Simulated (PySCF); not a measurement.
Potential energy of TbP along the bond

Set-up: PySCF, spin-free X2C with a Gaussian nucleus, basis sets Tb x2c-TZVPall, P x2c-TZVPall. Energies in eV from Tb (4f9 6s2) + P in their ground configurations at the same level. State: septet, about 8.1 electrons in the 4f shell (Mulliken), real f orbitals that mix terms.

All columns are PBE0. A positive dipole means Tb(−)P(+).

```json
{"R (Å)": "1.987", "E (eV)": "-1.439", "μ (D)": "-5.54", "Mulliken charge on Tb (basis-dependent)": "0.48", "HOMO (eV)": "-4.54", "LUMO (eV)": "-2.38", "Mayer bond order": "3.11", "⟨S²⟩": "12.04"}
{"R (Å)": "2.079", "E (eV)": "-2.212", "μ (D)": "-6.15", "Mulliken charge on Tb (basis-dependent)": "0.50", "HOMO (eV)": "-4.72", "LUMO (eV)": "-2.48", "Mayer bond order": "3.08", "⟨S²⟩": "12.04"}
{"R (Å)": "2.171", "E (eV)": "-2.644", "μ (D)": "-6.58", "Mulliken charge on Tb (basis-dependent)": "0.50", "HOMO (eV)": "-4.86", "LUMO (eV)": "-2.58", "Mayer bond order": "3.05", "⟨S²⟩": "12.07"}
{"R (Å)": "2.241", "E (eV)": "-2.797", "μ (D)": "-6.79", "Mulliken charge on Tb (basis-dependent)": "0.49", "HOMO (eV)": "-4.95", "LUMO (eV)": "-2.64", "Mayer bond order": "3.01", "⟨S²⟩": "12.11"}
{"R (Å)": "2.310", "E (eV)": "-2.838", "μ (D)": "-6.90", "Mulliken charge on Tb (basis-dependent)": "0.48", "HOMO (eV)": "-4.98", "LUMO (eV)": "-2.70", "Mayer bond order": "2.96", "⟨S²⟩": "12.17"}
{"R (Å)": "2.379", "E (eV)": "-2.794", "μ (D)": "-6.95", "Mulliken charge on Tb (basis-dependent)": "0.46", "HOMO (eV)": "-4.90", "LUMO (eV)": "-2.76", "Mayer bond order": "2.89", "⟨S²⟩": "12.25"}
{"R (Å)": "2.472", "E (eV)": "-2.637", "μ (D)": "-6.94", "Mulliken charge on Tb (basis-dependent)": "0.44", "HOMO (eV)": "-4.81", "LUMO (eV)": "-2.81", "Mayer bond order": "2.77", "⟨S²⟩": "12.38"}
{"R (Å)": "2.587", "E (eV)": "-2.343", "μ (D)": "-6.89", "Mulliken charge on Tb (basis-dependent)": "0.41", "HOMO (eV)": "-4.70", "LUMO (eV)": "-2.83", "Mayer bond order": "2.59", "⟨S²⟩": "12.59"}
{"R (Å)": "2.726", "E (eV)": "-1.929", "μ (D)": "-6.75", "Mulliken charge on Tb (basis-dependent)": "0.38", "HOMO (eV)": "-4.56", "LUMO (eV)": "-2.81", "Mayer bond order": "2.32", "⟨S²⟩": "12.89"}
{"R (Å)": "2.911", "E (eV)": "-1.376", "μ (D)": "-6.45", "Mulliken charge on Tb (basis-dependent)": "0.34", "HOMO (eV)": "-4.38", "LUMO (eV)": "-2.74", "Mayer bond order": "1.95", "⟨S²⟩": "13.29"}
```

A fit through these points gives, at Re = 2.305 Å, μ = -6.90 D and dμ/dR = -1.16 D/Å; the reduced mass is 25.92 u.

Problem. How strong is the fundamental in the double-harmonic approximation, I = 42.26·(dμ/dR)²/μred km/mol?

Solution. I = 42.26·(-1.16)²/25.92 = 2.19 km/mol at PBE0.

⟨S²⟩ of the unrestricted solution departs from its pure value on part of the curve, where spin states mix. Spin–orbit coupling is left out, which matters for elements this heavy, above all for dissociation energies. With d or f electrons several states lie close, and the lowest PBE0 determinant need not be the measured ground state.
